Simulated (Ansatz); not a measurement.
`[NH2][Zr]([OH])([F])[F]` + H–F → `[OH][Zr]([F])([F])[F]` + NH₃ at 400 K and 1 bar (ligand exchange at a Zr–N bond).

Isolated molecules relaxed with PBE0-D4/def2-TZVP in Ansatz; ΔE leaves out vibrations. CCSD(T)/CBS adds triple-zeta CCSD(T) − MP2 to the extrapolated MP2 energy (def2 sets, frozen cores). This one scheme is used for every species. Elements past krypton have def2 core potentials. For Zr outer-core shells are correlated without core-valence functions, which leaves a few kJ/mol of doubt a bond. One conformer a species, not always the lowest.

| species | CCSD(T)/CBS energy (Eh) | H − E (kJ/mol) | S (J/(mol·K)) |
| --- | --- | --- | --- |
| `[NH2][Zr]([OH])([F])[F]` | -378.52886 | 144.9 | 412.2 |
| H–F | -100.39570 | 36.5 | 182.2 |
| `[OH][Zr]([F])([F])[F]` | -422.45878 | 80.9 | 379.6 |
| NH₃ | -56.50880 | 104.2 | 203.1 |

H − E and S are ideal-gas, rigid-rotor, harmonic terms from PBE0-D4/def2-TZVP, for one conformer and one mirror image of each species. 1 Eh = 2625.50 kJ/mol, R = 8.31446 J/(mol·K).

By hand: ΔE, ΔH, ΔS and ΔG.

ΔE = (-422.45878) + (-56.50880) − (-378.52886) − (-100.39570) = -0.04302 Eh = -112.9 kJ/mol. Δ(H − E) = 80.9 + 104.2 − 144.9 − 36.5 = 3.7, so ΔH = -109.2 kJ/mol. ΔS = 379.6 + 203.1 − 412.2 − 182.2 = -11.7 J/(mol·K). ΔG = -109.2 − 400 × (-11.7)/1000 = -104.5 kJ/mol.

By hand: the equilibrium constant, and the temperature at which ΔG would vanish if ΔH and ΔS stayed fixed.

log₁₀ K = −ΔG/(RT ln 10) = 13.6. ΔG = 0 at ΔH/ΔS = 9333 K, far beyond where these terms or the molecules hold.

The number of gas molecules stays the same, so ΔS is small and ΔH decides. A doubt of 5 kJ/mol in ΔE shifts log₁₀ K by 0.7 here. Other conformers and mirror images would add mixing entropy, several J/(mol·K) or more a flexible species. These are equilibria of isolated gas molecules and say nothing of rates. Largest T1 diagnostic: 0.017 (customary marks: 0.02 for closed shells, 0.045 for open ones).
